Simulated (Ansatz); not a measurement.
System: HgI, charge 1, singlet. HgI+ (SMILES [I][Hg+]).
B3LYP-D3(BJ)/def2-TZVP minimum from Ansatz (a program for electronic structure):
```
Hg
I 1 2.5983
```
Charge +1, spin multiplicity 1.

Total energies in def2-TZVPP, 18 correlated electrons, 13 frozen orbitals. Radicals and triplets start from unrestricted determinants; spin-orbit coupling is neglected. Cores are frozen in correlated methods (noble-gas shells, and filled d and f shells in the p block). Past Kr the def2 sets carry scalar-relativistic core potentials. Spin-orbit terms, left out, reach several kcal/mol for Br and I, and more for heavier atoms. The T1 diagnostic of HgI+ ([I][Hg+], singlet) reaches 0.027 in the sets run. The spin of HgI+ ([I][Hg+], singlet) was assumed, and the state is the lowest solution found for it.

```csv
method,program,energy (Eh),minus CCSDT(Q) (mEh)
HF,Ansatz,-448.92416,538.33
MP2,Ansatz,-449.45753,4.95
CCSD,Ansatz,-449.44065,21.83
CCSD(T),Ansatz,-449.46220,0.28
CCSDT(Q),Ansatz,-449.46249,0.00
```

Rough core times of Ansatz's runs on a shared machine: CCSD(T) 20 s, CCSDT(Q) 20 min.
